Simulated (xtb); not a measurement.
C₂H₆GeSi, SMILES [GeH2]1[SiH2]C=[CH]1. All values are semi-empirical tight-binding results from xtb (GFN2-xTB unless named), good for trends rather than for accurate numbers. The structure is a stationary point at GFN2-xTB. This is a generated structure with no PubChem entry under its InChIKey; it may be hypothetical.

Optimised geometry:

```xyz
10

C     -1.1320    -1.3501     0.0000
C     -1.5108    -0.0640     0.0000
Ge     0.1971     0.9312     0.0000
Si     0.7585    -1.3763     0.0000
H     -1.8231    -2.1842     0.0000
H     -2.5500     0.2411     0.0000
H      0.2658     1.8890    -1.1803
H      0.2658     1.8890     1.1803
H      1.3866    -1.9400     1.1979
H      1.3866    -1.9400    -1.1979
```
Charge 0, spin multiplicity 1.

For metal compounds this method's bond lengths and energies can be far off.

Computed properties:
| Quantity | Result |
|---|---|
| point group as xtb finds it | Cs |
| orbital gap | 3.67 eV |
| zero-point energy | 37.9 kcal/mol |
| G − E(el) at 298.15 K (modified RRHO) | 19.2 kcal/mol |

Computed atomic charges and the Wiberg bond orders between heavy atoms:
charges (e) C1 -0.14, C2 -0.10, Ge3 0.04, Si4 0.44, H5 0.01, H6 0.01, H7 -0.04, H8 -0.04, H9 -0.09, H10 -0.09. Bond orders C1–C2 1.93, C2–Ge3 0.93, C1–Si4 0.93, Ge3–Si4 0.72.
